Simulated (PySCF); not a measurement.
Match the calculated data to a structure.

All candidates are C10H11N.

| technique | computed result |
| --- | --- |
| Dipole | 3.88 D [PBE0/pcSseg-1] |
| 13C NMR | chemical shifts (computed TMS as zero) by class: 146.2 (1 C), 145.5 (1 C), 134.6 (1 C), 134.0 (1 C), 133.8 (1 C), 129.5 (1 C), 127.6 (1 C), 33.3 (1 C), 27.5 (1 C), 24.2 (1 C) ppm [GIAO PBE0/pcSseg-1] |
| NMR, other nuclei | isotropic shieldings of nuclei other than C and H, by class: -30 (1 N) ppm [GIAO PBE0/pcSseg-1] |
| 1H NMR | chemical shifts (computed TMS as zero) by class: 7.83 (1 H), 7.55 (1 H), 7.46 (1 H), 7.16 (1 H), 3.43 (1 H), 2.60 (3 H), 1.53 (3 H) ppm [GIAO PBE0/pcSseg-1] |
| Rotational structure | rotational constants A, B, C: 1.791, 0.784, 0.644 GHz [GFN2-xTB] |

Electronic properties: PySCF, gas phase, density fitting. Levels stand in brackets. One conformer (not necessarily the lowest) at the GFN2-xTB geometry, without solvent, vibrations or thermal averaging. Each NMR value is the plain mean over a class of atoms that symmetry, rotation or inversion makes alike.

Problem. Which candidate is it?
A. `C=C(C)/C=C\c1ccccn1`
B. `Cc1cccc([C@H](C)C#N)c1`
C. `CCCc1cccc(C#N)c1`
D. `C=CC(=C)Cc1ccccn1`

Solution. B. It is `Cc1cccc([C@H](C)C#N)c1`. Numbering: `[CH3:1][c:2]1[cH:3][cH:4][cH:5][c:6]([C@H:7]([CH3:8])[C:9]#[N:10])[cH:11]1`. Its formula, C10H11N, gives 6 degrees of unsaturation: 1 ring and 5 π bonds in the structure found (Kekulé form). 10 carbons fall into 10 classes; from least to most shielded: substituted aromatic carbon [C6] (146.2 ppm), substituted aromatic carbon [C2] (145.5 ppm), aromatic CH carbon [C4] (134.6 ppm), aromatic CH carbon [C3] (134.0 ppm), aromatic CH carbon [C11] (133.8 ppm), aromatic CH carbon [C5] (129.5 ppm), nitrile carbon [C9] (127.6 ppm), sp3 carbon next to a nitrile [C7] (33.3 ppm), methyl carbon [C8] (27.5 ppm), benzylic-type carbon [C1] (24.2 ppm). Hydrogen classes from least to most shielded: 1 H on an aromatic CH carbon, C11 (7.83 ppm), 1 H on an aromatic CH carbon, C4 (7.55 ppm), 1 H on an aromatic CH carbon, C3 (7.46 ppm), 1 H on an aromatic CH carbon, C5 (7.16 ppm), 1 H on an sp3 carbon next to a nitrile, C7 (3.43 ppm), 3 H on a benzylic-type carbon, C1 (2.60 ppm, a mean of values up to 0.6 ppm apart in this geometry), 3 H on a methyl carbon, C8 (1.53 ppm). The other shieldings belong to: -30 ppm, nitrile nitrogen [N10]. The optimised geometry has point group C1 and is an asymmetric top.

The others, at the same levels:
- `C=C(C)/C=C\c1ccccn1` fails: its computed 13C shifts are 165.5 (1 C), 154.7 (1 C), 151.0 (1 C), 143.4 (1 C), 141.2 (1 C), 140.3 (1 C), 132.6 (1 C), 127.4 (1 C), 125.9 (1 C), 25.7 (1 C) ppm, 1H shifts are 8.97 (1 H), 7.87 (1 H), 7.36 (1 H), 7.25 (1 H), 7.07 (1 H), 6.77 (1 H), 5.59 (1 H), 5.49 (1 H), 1.58 (3 H) ppm and rotational constant A is 2.548 GHz (against 1.791 GHz).
- `C=CC(=C)Cc1ccccn1` fails: its computed 13C shifts are 167.8 (1 C), 155.8 (1 C), 154.6 (1 C), 144.4 (1 C), 142.2 (1 C), 127.9 (1 C), 127.8 (1 C), 125.8 (1 C), 123.8 (1 C), 48.5 (1 C) ppm, 1H shifts are 8.81 (1 H), 7.86 (1 H), 7.64 (1 H), 7.21 (1 H), 6.47 (1 H), 6.16 (1 H), 5.52 (1 H), 5.40 (1 H), 5.30 (1 H), 3.97 (2 H) ppm and rotational constant A is 2.091 GHz (against 1.791 GHz).
- `CCCc1cccc(C#N)c1` fails: its computed 13C shifts are 151.4 (1 C), 139.5 (1 C), 137.5 (1 C), 136.7 (1 C), 134.7 (1 C), 124.8 (1 C), 117.8 (1 C), 44.2 (1 C), 34.6 (1 C), 17.7 (1 C) ppm, 1H shifts are 7.79 (1 H), 7.79 (1 H), 7.69 (1 H), 7.64 (1 H), 2.55 (2 H), 1.51 (2 H), 1.18 (3 H) ppm and rotational constant A is 2.103 GHz (against 1.791 GHz).

Each candidate is one conformer, not necessarily the lowest. The conformers computed, where there is a choice (atom-mapped SMILES and torsion angles):
- `[CH3:1][c:2]1[cH:3][cH:4][cH:5][c:6]([C@H:7]([CH3:8])[C:9]#[N:10])[cH:11]1`: C5–C6–C7–C8 -103°
- `[CH2:1]=[C:2]([CH3:3])/[CH:4]=[CH:5]\[c:6]1[cH:7][cH:8][cH:9][cH:10][n:11]1`: C1–C2–C4–C5 -160°, C4–C5–C6–C7 52°
- `[CH2:1]=[CH:2][C:3](=[CH2:4])[CH2:5][c:6]1[cH:7][cH:8][cH:9][cH:10][n:11]1`: C1–C2–C3–C4 180°, C2–C3–C5–C6 68°, C3–C5–C6–C7 59°
- `[CH3:1][CH2:2][CH2:3][c:4]1[cH:5][cH:6][cH:7][c:8]([C:9]#[N:10])[cH:11]1`: C1–C2–C3–C4 180°, C2–C3–C4–C5 -89°
